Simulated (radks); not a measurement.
Task: Neutral caesium, configuration [Xe] 6s1. Calculated with a radial shooting solver on a logarithmic mesh with Libxc functionals: non-relativistic Kohn-Sham, exchange-only LDA, spin-polarised, spherical densities, point nucleus; open shells are filled with parallel spins first (spin-orbit coupling, left out, can overturn this in heavy ions); relativity is left out, which matters for an element this heavy. Some entries of the table are withheld. Estimate them.

| orbital | occ. | eigenvalue (Ry) | <r> (bohr) | <1/r> (bohr^-1) |
|---|---|---|---|---|
| 1s up | 1 | -2513.268 | 0.02765 | 54.42 |
| 1s down | 1 | -2513.268 | 0.02765 | 54.42 |
| 2s up | 1 | -383.7976 | 0.1188 | 12.52 |
| 2s down | 1 | -383.7975 | 0.1188 | 12.52 |
| 2p up | 3 | -361.8207 | 0.1010 | 12.54 |
| 2p down | 3 | -361.8207 | 0.1010 | 12.54 |
| 3s up | 1 | -79.56159 | 0.3137 | 4.596 |
| 3s down | 1 | -79.56142 | 0.3137 | 4.596 |
| 3p up | 3 | -70.19020 | 0.3037 | 4.528 |
| 3p down | 3 | -70.19005 | 0.3037 | 4.528 |
| 3d up | 5 | -52.69220 | 0.2742 | 4.404 |
| 3d down | 5 | -52.69207 | 0.2742 | 4.404 |
| 4s up | 1 | -14.79091 | 0.7254 | 1.911 |
| 4s down | 1 | -14.79055 | 0.7254 | 1.911 |
| 4p up | 3 | -11.41859 | 0.7530 | 1.814 |
| 4p down | 3 | -11.41820 | 0.7530 | 1.814 |
| 4d up | 5 | (1) | 0.8329 | 1.589 |
| 4d down | 5 | (2) | 0.8329 | 1.589 |
| 5s up | 1 | (3) | 1.818 | 0.7201 |
| 5s down | 1 | (4) | 1.814 | 0.7213 |
| 5p up | 3 | (5) | 2.127 | 0.6122 |
| 5p down | 3 | (6) | 2.106 | 0.6167 |
| 6s up | 1 | -0.13883 | 5.962 | 0.2077 |
| 6s down | 0 | -0.03979 | 6.261 | 0.2085 |

Result: 
(1) 4d up eigenvalue (Ry): -5.57965
(2) 4d down eigenvalue (Ry): -5.57915
(3) 5s up eigenvalue (Ry): -1.73801
(4) 5s down eigenvalue (Ry): -1.73579
(5) 5p up eigenvalue (Ry): -0.92270
(6) 5p down eigenvalue (Ry): -0.91621
